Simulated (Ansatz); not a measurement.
Consider the formal loss of a carbene: `C[CH2][Al]([OH])[SH]` → `[CH2]` (triplet) + `[CH3][Al]([OH])[SH]`.

Isolated molecules relaxed with PBE0-D4/def2-TZVP in Ansatz; ΔE leaves out vibrations. CCSD(T)/CBS adds triple-zeta CCSD(T) − MP2 to the extrapolated MP2 energy (def2 sets, frozen cores). This one scheme is used for every species. Triplets are unrestricted, without spin–orbit coupling. One conformer a species, not always the lowest.

`C[CH2][Al]([OH])[SH]`:

```xyz
12

C    -1.801    0.451    0.279
C    -0.812   -0.121   -0.738
Al    1.028   -0.243   -0.118
O     2.219   -0.889   -1.135
S     1.521    0.463    1.901
H    -2.817    0.498   -0.124
H    -1.527    1.464    0.584
H    -1.841   -0.153    1.189
H    -1.125   -1.123   -1.057
H    -0.815    0.479   -1.656
H     3.144   -0.988   -0.919
H     2.826    0.162    1.794
```

`[CH2]` (triplet):

Cartesian coordinates in Å:
```
C -0.212 -0.145 -0.101
H -0.394 0.210 0.902
H 0.606 -0.065 -0.801
```

`[CH3][Al]([OH])[SH]`:

Cartesian coordinates in Å:
```
C -0.385 -1.073 0.796
Al 0.126 0.550 -0.130
O 0.155 2.021 0.710
S 0.679 0.590 -2.251
H -1.269 -1.527 0.341
H 0.414 -1.819 0.758
H -0.610 -0.870 1.846
H 0.395 2.860 0.323
H 0.495 -0.733 -2.395
```

| species | SCS-MP2/def2-TZVPP energy (Eh) |
| --- | --- |
| `C[CH2][Al]([OH])[SH]` | -795.17440 |
| `[CH2]` (triplet) | -39.05647 |
| `[CH3][Al]([OH])[SH]` | -755.95810 |

Work out ΔE.

ΔE = (-39.05647) + (-755.95810) − (-795.17440) = 0.15983 Eh = +100.3 kcal/mol. CCSD(T)/CBS gives +99.7 kcal/mol.

Largest T1 diagnostic among the species: 0.011.

The D4 term adds +2.6 kcal/mol with B3LYP and +1.4 kcal/mol with PBE0; it sums over pairs of atoms, weighted by their polarisabilities, and B3LYP, whose exchange is more repulsive, gets the larger term. At CCSD(T), def2-SVP lies −3.2 kcal/mol from the extrapolated value and def2-TZVPP −2.7 kcal/mol.

B3LYP here is the variant with VWN-RPA as its local correlation; programs differ in this.
